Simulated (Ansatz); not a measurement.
Program: Ansatz. Geometries: PBE0-D4/def2-TZVP. ΔE: electronic, gas phase. CBS: MP2 limit from def2 TZ/QZ plus the TZ coupled-cluster correction, frozen cores. This one scheme is used for every species. Functionals use def2-TZVPP. def2 core potentials past Kr. For Sn outer-core shells are correlated without core-valence functions, which leaves a few kJ/mol of doubt a bond. One conformer a species, not always the lowest.

Consider the formal exchange of groups at the Sn–C bond: `C#C[CH](F)[SnH3]` + `FCCCl` → `F[CH2][SnH3]` + `C#CC(F)CCl`.

```tsv
level	ΔE (kcal/mol)
ωB97M-V	2.8
r2SCAN	3.8
MP2/def2-TZVPP	2.8
CCSD/def2-TZVPP	2.6
CCSD(T)/def2-TZVPP	2.7
HF/CBS(def2)	3.3
MP2/CBS(def2)	3.0
CCSD/CBS(def2)	2.8
```

(1) What does CCSD(T)/CBS give? (Best estimate.)

Largest T1 diagnostic among the species: 0.013.

Answers

(1) Computed: +2.8 kcal/mol. The listed levels differ from it by 0.0, 1.0, 0.0, -0.2, -0.1, 0.5, 0.2, 0.0 kcal/mol.
